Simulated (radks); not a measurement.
The numbers below are computed, except where a source is named.
Sn I, 50 electrons, occupied as [Kr] 4d10 5s2 5p1 7p1 (not the ground configuration). Level of theory: scalar-relativistic Kohn-Sham, r2SCAN, spin-unpolarised, spherical densities, finite nucleus; meta-GGA in the generalised Kohn-Sham scheme; Fermi nuclear charge, rms radius 4.6519 fm (a radial shooting solver on a logarithmic mesh with Libxc functionals).

Local quantities along the radius. ELF = 1/(1 + alpha^2) is the electron localisation function; alpha = (tau - tau_W)/tau_unif compares the Pauli kinetic energy density with that of the uniform gas; r v_xc is r times the local exchange-correlation potential (hartree bohr, multiplicative part alone); s = |grad rho|/(2 (3 pi^2)^(1/3) rho^(4/3)) is the reduced gradient; -r V(r) is the screened charge that the Kohn-Sham potential presents (atomic units). tau is taken from the large components.

r (bohr),ELF,alpha,r v_xc,s,-r V(r)
0.002839,0.999,0.02623,-0.1827,0.5371,49.34
0.003386,0.999,0.02805,-0.2063,0.5223,49.20
0.004037,0.999,0.03055,-0.2332,0.5129,49.04
0.004814,0.999,0.03397,-0.2636,0.5086,48.85
0.005695,0.999,0.03844,-0.2961,0.5092,48.63
0.006791,0.998,0.04494,-0.3335,0.5149,48.36
0.008097,0.997,0.05423,-0.3744,0.5260,48.05
0.009656,0.995,0.06788,-0.4183,0.5431,47.67
0.01142,0.992,0.08746,-0.4627,0.5655,47.26
0.01362,0.986,0.1195,-0.5115,0.5957,46.76
0.01624,0.971,0.1720,-0.5630,0.6325,46.18
0.01937,0.936,0.2610,-0.6161,0.6739,45.51
0.02291,0.859,0.4058,-0.6571,0.7111,44.78
0.02732,0.699,0.6569,-0.6452,0.7315,43.85
0.03257,0.489,1.023,-0.5740,0.7035,42.75
0.03884,0.344,1.382,-0.5941,0.5988,41.60
0.04595,0.319,1.460,-0.6998,0.4483,40.44
0.05479,0.413,1.193,-0.7394,0.3204,39.01
0.06534,0.582,0.8476,-0.9074,0.2822,37.53
0.07791,0.716,0.6295,-1.012,0.3211,35.83
0.09216,0.757,0.5659,-1.062,0.3971,34.04
0.1099,0.696,0.6615,-1.086,0.4860,32.01
0.131,0.509,0.9816,-1.009,0.5327,29.78
0.1563,0.332,1.417,-0.9961,0.4520,27.49
0.1848,0.341,1.391,-0.9748,0.2848,25.18
0.2204,0.532,0.9383,-1.287,0.2126,23.00
0.2628,0.716,0.6305,-1.445,0.2838,20.66
0.3134,0.769,0.5483,-1.429,0.4308,18.26
0.3708,0.679,0.6872,-1.372,0.6105,16.11
0.4421,0.363,1.323,-0.9928,0.7418,13.70
0.5272,0.181,2.130,-1.064,0.5083,11.80
0.6286,0.379,1.281,-1.208,0.2029,9.982
0.7436,0.689,0.6722,-1.440,0.2447,8.409
0.8867,0.766,0.5529,-1.448,0.4041,6.744
1.057,0.701,0.6524,-1.405,0.5830,5.364
1.261,0.536,0.9301,-1.227,0.7658,4.200
1.492,0.353,1.355,-1.019,0.9008,3.314
1.779,0.261,1.685,-0.9400,0.9426,2.718
2.121,0.309,1.497,-0.9467,0.9471,2.348
2.529,0.453,1.099,-0.9224,1.071,2.053
2.992,0.535,0.9328,-0.8441,1.376,1.799
3.567,0.418,1.179,-0.5996,1.952,1.433
4.254,0.095,3.079,-0.2157,2.833,0.9687
5.072,0.007,12.04,-0.3648,3.393,1.054
6,0.003,18.93,-0.3254,2.456,0.9573
7.155,0.010,9.937,-0.3689,2.327,0.9389
8.532,0.018,7.438,-0.3223,5.163,0.8267
10.17,0.002,21.98,-0.09630,28.78,0.5279
12.03,0.002,23.55,-0.09551,27.89,0.4460
14.35,0.083,3.319,-0.5253,2.697,0.7769
17.11,0.257,1.702,-1.176,0.3290,1.325
20.41,0.355,1.348,-0.8309,0.8065,0.8957
24.14,0.282,1.594,-0.8455,2.346,0.8645
28.78,0.082,3.337,-0.2602,5.846,0.2632
34.32,0.007,11.93,-0.1882,15.07,0.1884
40.93,0.000,68.14,-0.06539,44.59,0.06541

On this mesh the ELF has minima near r = 0.046, 0.16, 0.53, 1.8, 6.0 bohr, which separate the shells, and maxima near 0.092 (0.76), 0.31 (0.77), 0.89 (0.77), 3.0 (0.53), 20 (0.35).

Self-consistent cycle (total energy in hartree, residual of the potential): 1: -6177.086274, 3e+00; 2: -6177.311212, 2e+00; 3: -6177.668378, 6e-02; 4: -6177.664008, 2e-02; 5: -6177.664757, 5e-03; 6: -6177.664785, 2e-03; 7: -6177.664786, 8e-04; 8: -6177.664787, 6e-04; 9: -6177.664789, 4e-04; 10: -6177.664792, 2e-04; 11: -6177.664792, 2e-04; 12: -6177.664792, 2e-04; 13: -6177.664794, 1e-04; 14: -6177.664794, 7e-05; 15: -6177.664793, 1e-04; 16: -6177.664793, 9e-05; 17: -6177.664793, 2e-05; 18: -6177.664793, 2e-05; 19: -6177.664793, 6e-06; 20: -6177.664793, 5e-06.
